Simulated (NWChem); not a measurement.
Everything below was run with NWChem. System: ethylenediamine (C2H8N2), charge 0, spin multiplicity 1, at a geometry optimised with PBE0/def2-SVP. Level: CAM-B3LYP/6-311G** (spherical d).

Input file:

```
start mol
memory heap 200 mb stack 900 mb global 1100 mb
geometry units angstroms nocenter noautoz
  N      0.276432    -1.839508    -0.051808
  C     -0.469070    -0.597861    -0.033168
  C      0.469070     0.597861    -0.033168
  N     -0.276432     1.839508    -0.051808
  H     -0.350324    -2.633469    -0.156565
  H      0.761993    -1.976425     0.833237
  H     -1.172259    -0.493802     0.825103
  H     -1.092152    -0.537119    -0.940114
  H      1.092152     0.537119    -0.940114
  H      1.172259     0.493802     0.825103
  H      0.350324     2.633469    -0.156565
  H     -0.761993     1.976425     0.833237
  symmetry group C2
end
basis spherical
  * library 6-311g**
end
dft
  xc xcamb88 1.00 lyp 0.81 vwn_5 0.19 hfexch 1.00
  cam 0.33 cam_alpha 0.19 cam_beta 0.46
  direct
  iterations 100
end
task dft energy
```

Output (cleaned and shortened):

```
             Northwest Computational Chemistry Package (NWChem) 7.3.0
             --------------------------------------------------------

                                NWChem Input Module
                                -------------------

 Scaling coordinates for geometry "geometry" by  1.889725989
 (inverse scale =  0.529177249)

 Turning off AUTOSYM since
 SYMMETRY directive was detected!

                             Geometry "geometry" -> ""
                             -------------------------

 Output coordinates in angstroms (scale by  1.889725989 to convert to a.u.)

  No.       Tag          Charge          X              Y              Z
 ---- ---------------- ---------- -------------- -------------- --------------
    1 N                    7.0000     0.27643200    -1.83950800    -0.05180800
    2 C                    6.0000    -0.46907000    -0.59786100    -0.03316800
    3 C                    6.0000     0.46907000     0.59786100    -0.03316800
    4 N                    7.0000    -0.27643200     1.83950800    -0.05180800
    5 H                    1.0000    -0.35032400    -2.63346900    -0.15656500
    6 H                    1.0000     0.76199300    -1.97642500     0.83323700
    7 H                    1.0000    -1.17225900    -0.49380200     0.82510300
    8 H                    1.0000    -1.09215200    -0.53711900    -0.94011400
    9 H                    1.0000     1.09215200     0.53711900    -0.94011400
   10 H                    1.0000     1.17225900     0.49380200     0.82510300
   11 H                    1.0000     0.35032400     2.63346900    -0.15656500
   12 H                    1.0000    -0.76199300     1.97642500     0.83323700

 Effective nuclear repulsion energy (a.u.)     132.2959082533

            Nuclear Dipole moment (a.u.)
            ----------------------------
        X                 Y               Z
 ---------------- ---------------- ----------------
    -0.0000000000    -0.0000000000    -0.0000113384

      Symmetry information
      --------------------

 Group name             C2
 Group number              4
 Group order               2
 No. of unique centers     6

      Symmetry unique atoms

     1    2    5    6    7    8


 Summary of "ao basis" -> "" (spherical)
 ------------------------------------------------------------------------------
       Tag                 Description            Shells   Functions and Types
 ---------------- ------------------------------  ------  ---------------------
 *                          6-311g**                  on all atoms

                                 NWChem DFT Module
                                 -----------------

 Summary of "ao basis" -> "ao basis" (spherical)
 ------------------------------------------------------------------------------
       Tag                 Description            Shells   Functions and Types
 ---------------- ------------------------------  ------  ---------------------
 N                          6-311g**                 8       18   4s3p1d
 C                          6-311g**                 8       18   4s3p1d
 H                          6-311g**                 4        6   3s1p

 Summary of "ao basis" -> "ao basis" (spherical)
 ------------------------------------------------------------------------------
       Tag                 Description            Shells   Functions and Types
 ---------------- ------------------------------  ------  ---------------------
 N                          6-311g**                 8       18   4s3p1d
 C                          6-311g**                 8       18   4s3p1d
 H                          6-311g**                 4        6   3s1p

      Symmetry analysis of basis
      --------------------------

        a          60
        b          60

  int_init: cando_txs set to always be  F

            General Information
            -------------------
          SCF calculation type: DFT
          Wavefunction type:  closed shell.
          No. of atoms     :    12
          No. of electrons :    34
           Alpha electrons :    17
            Beta electrons :    17
          Charge           :     0
          Spin multiplicity:     1
          Use of symmetry is: on ; symmetry adaption is: on
          Maximum number of iterations: 100
          This is a Direct SCF calculation.
          AO basis - number of functions:   120
                     number of shells:    64
          Convergence on energy requested:  1.00D-06
          Convergence on density requested:  1.00D-05
          Convergence on gradient requested:  5.00D-04

              XC Information
              --------------
                     Hartree-Fock (Exact) Exchange  1.000
                   CAM-Becke88 Exchange Functional  1.000
                      VWN V Correlation Functional  0.190 local
              Lee-Yang-Parr Correlation Functional  0.810

           Range-Separation Parameters
           ---------------------------
           Alpha           :  0.19
           Beta            :  0.46
           Gamma           :  0.33
           Short-Range HF  :     F

             Grid Information
             ----------------
          Grid used for XC integration:  medium
          Radial quadrature: Mura-Knowles
          Angular quadrature: Lebedev.
          Tag              B.-S. Rad. Rad. Pts. Rad. Cut. Ang. Pts.
          ---              ---------- --------- --------- ---------
          N                   0.65       49          12.0       434
          C                   0.70       49          10.0       434
          H                   0.35       45          13.0       434
          Grid pruning is: on
          Number of quadrature shells:   278
          Spatial weights used:  Erf1

          Convergence Information
          -----------------------
          Convergence aids based upon iterative change in
          total energy or number of iterations.
          Levelshifting, if invoked, occurs when the
          HOMO/LUMO gap drops below (HL_TOL):  1.00D-02
          DIIS, if invoked, will attempt to extrapolate
          using up to (NFOCK): 10 stored Fock matrices.

                    Damping( 0%)  Levelshifting(0.5)       DIIS
                  --------------- ------------------- ---------------
          dE  on:    start            ASAP                start
          dE off:    2 iters        100 iters           100 iters

      Screening Tolerance Information
      -------------------------------
          Density screening/tol_rho:  1.00D-10
          AO Gaussian exp screening on grid/accAOfunc:  14
          CD Gaussian exp screening on grid/accCDfunc:  20
          XC Gaussian exp screening on grid/accXCfunc:  20
          Schwarz screening/accCoul:  1.00D-08

      Superposition of Atomic Density Guess
      -------------------------------------

 Sum of atomic energies:        -187.94893934

      Non-variational initial energy
      ------------------------------

 Total energy =    -190.542237
 1-e energy   =    -514.111423
 2-e energy   =     191.273277
 HOMO         =      -0.309083
 LUMO         =       0.077448

      Symmetry analysis of molecular orbitals - initial
      -------------------------------------------------

  Numbering of irreducible representations:

     1 a           2 b

  Orbital symmetries:

     1 b           2 a           3 a           4 b           5 a
     6 b           7 a           8 b           9 a          10 b
    11 b          12 a          13 a          14 b          15 a
    16 b          17 a          18 b          19 a          20 b
    21 a          22 a          23 b          24 a          25 b
    26 b          27 a

   convergence    iter        energy       DeltaE   RMS-Dens  Diis-err    time
 ---------------- ----- ----------------- --------- --------- ---------  ------
 d= 0,ls=0.0,diis     1   -190.4105012357 -3.23D+02  4.57D-03  7.19D-01    10.4
 d= 0,ls=0.0,diis     2   -190.4579097391 -4.74D-02  2.03D-03  1.41D-01    20.9
 d= 0,ls=0.0,diis     3   -190.4667008925 -8.79D-03  7.75D-04  5.40D-02    32.4
 d= 0,ls=0.0,diis     4   -190.4717001590 -5.00D-03  1.21D-04  2.67D-04    44.0
 d= 0,ls=0.0,diis     5   -190.4717330074 -3.28D-05  3.23D-05  9.76D-06    53.5
  Resetting Diis
 d= 0,ls=0.0,diis     6   -190.4717350163 -2.01D-06  1.08D-05  3.99D-07    61.0
 d= 0,ls=0.0,diis     7   -190.4717351490 -1.33D-07  3.51D-06  3.37D-08    71.4

         Total DFT energy =     -190.471735149008
      One electron energy =     -518.748905955857
           Coulomb energy =      223.620396582966
    Exchange-Corr. energy =      -27.639134029445
 Nuclear repulsion energy =      132.295908253328

 Numeric. integr. density =       34.000008992200

     Total iterative time =     70.4s

                  Occupations of the irreducible representations
                  ----------------------------------------------

                     irrep           alpha         beta
                     --------     --------     --------
                     a                 9.0          9.0
                     b                 8.0          8.0

                       DFT Final Molecular Orbital Analysis
                       ------------------------------------

 Vector   15  Occ=2.000000D+00  E=-4.087023D-01  Symmetry=b
              MO Center=  4.6D-15,  6.1D-15, -1.7D-01, r^2= 2.8D+00
   Bfn.  Coefficient  Atom+Function         Bfn.  Coefficient  Atom+Function
  ----- ------------  ---------------      ----- ------------  ---------------
    27      0.185033   2 C  pz               45     -0.185033   3 C  pz
    31      0.160260   2 C  pz               49     -0.160260   3 C  pz
    92     -0.159662   8 H  s                98      0.159662   9 H  s
    23      0.129053   2 C  pz               41     -0.129053   3 C  pz
     7     -0.115337   1 N  px               61     -0.115337   4 N  px

 Vector   16  Occ=2.000000D+00  E=-3.030005D-01  Symmetry=b
              MO Center= -9.2D-15,  8.8D-14, -7.2D-02, r^2= 4.1D+00
   Bfn.  Coefficient  Atom+Function         Bfn.  Coefficient  Atom+Function
  ----- ------------  ---------------      ----- ------------  ---------------
    13     -0.214811   1 N  pz               67      0.214811   4 N  pz
    11      0.212632   1 N  px               65      0.212632   4 N  px
     9     -0.180506   1 N  pz               63      0.180506   4 N  pz
     7      0.158608   1 N  px               61      0.158608   4 N  px
    86      0.145020   7 H  s               104     -0.145020  10 H  s

 Vector   17  Occ=2.000000D+00  E=-2.950147D-01  Symmetry=a
              MO Center=  1.1D-14, -9.0D-14, -9.0D-02, r^2= 4.1D+00
   Bfn.  Coefficient  Atom+Function         Bfn.  Coefficient  Atom+Function
  ----- ------------  ---------------      ----- ------------  ---------------
    13      0.244308   1 N  pz               67      0.244308   4 N  pz
    10     -0.200943   1 N  s                64     -0.200943   4 N  s
     9      0.189767   1 N  pz               63      0.189767   4 N  pz
    11     -0.187853   1 N  px               65      0.187853   4 N  px
     7     -0.153544   1 N  px               61      0.153544   4 N  px

 Vector   18  Occ=0.000000D+00  E= 8.325600D-02  Symmetry=a
              MO Center=  2.0D-14,  1.5D-13,  7.6D-01, r^2= 7.3D+00
   Bfn.  Coefficient  Atom+Function         Bfn.  Coefficient  Atom+Function
  ----- ------------  ---------------      ----- ------------  ---------------
    28      0.860688   2 C  s                46      0.860688   3 C  s
    87     -0.673806   7 H  s               105     -0.673806  10 H  s
    10      0.499230   1 N  s                64      0.499230   4 N  s
    81     -0.492137   6 H  s               117     -0.492137  12 H  s
    75     -0.383274   5 H  s               111     -0.383274  11 H  s

 Vector   19  Occ=0.000000D+00  E= 8.919931D-02  Symmetry=b
              MO Center= -1.7D-15, -1.5D-13,  3.4D-01, r^2= 9.9D+00
   Bfn.  Coefficient  Atom+Function         Bfn.  Coefficient  Atom+Function
  ----- ------------  ---------------      ----- ------------  ---------------
    75     -0.722325   5 H  s               111      0.722325  11 H  s
    10      0.661775   1 N  s                64     -0.661775   4 N  s
    81     -0.569628   6 H  s               117      0.569628  12 H  s
    28      0.495496   2 C  s                46     -0.495496   3 C  s
    12     -0.244931   1 N  py               66     -0.244931   4 N  py

 Vector   20  Occ=0.000000D+00  E= 1.229170D-01  Symmetry=b
              MO Center= -4.8D-14, -2.5D-13,  4.1D-01, r^2= 7.6D+00
   Bfn.  Coefficient  Atom+Function         Bfn.  Coefficient  Atom+Function
  ----- ------------  ---------------      ----- ------------  ---------------
    87      0.843326   7 H  s               105     -0.843326  10 H  s
    28     -0.760724   2 C  s                46      0.760724   3 C  s
    81     -0.704447   6 H  s               117      0.704447  12 H  s
    93      0.693736   8 H  s                99     -0.693736   9 H  s
    29      0.395874   2 C  px               47      0.395874   3 C  px

 center of mass
 --------------
 x =   0.00000000 y =   0.00000000 z =  -0.03507288

 moments of inertia (a.u.)
 ------------------
         467.646319593725          22.631279288907           0.000000000000
          22.631279288907          66.764702560602           0.000000000000
           0.000000000000           0.000000000000         500.961373448972

     Multipole analysis of the density
     ---------------------------------

     L   x y z        total         alpha         beta         nuclear
     -   - - -        -----         -----         ----         -------
     0   0 0 0     -0.000000    -17.000000    -17.000000     34.000000

     1   1 0 0     -0.000000     -0.000000     -0.000000     -0.000000
     1   0 1 0      0.000000      0.000000      0.000000     -0.000000
     1   0 0 1      0.776435      0.388223      0.388223     -0.000011

     2   2 0 0    -20.566185    -28.586261    -28.586261     36.606337
     2   1 1 0      2.745755      5.996818      5.996818     -9.247881
     2   1 0 1      0.000000      0.000000      0.000000      0.000000
     2   0 2 0    -17.060987   -141.391607   -141.391607    265.722227
     2   0 1 1      0.000000      0.000000      0.000000      0.000000
     2   0 0 2    -19.705090    -18.097400    -18.097400     16.489711

 Task  times  cpu:       71.4s     wall:       71.4s

 Total times  cpu:       71.5s     wall:       71.5s
```
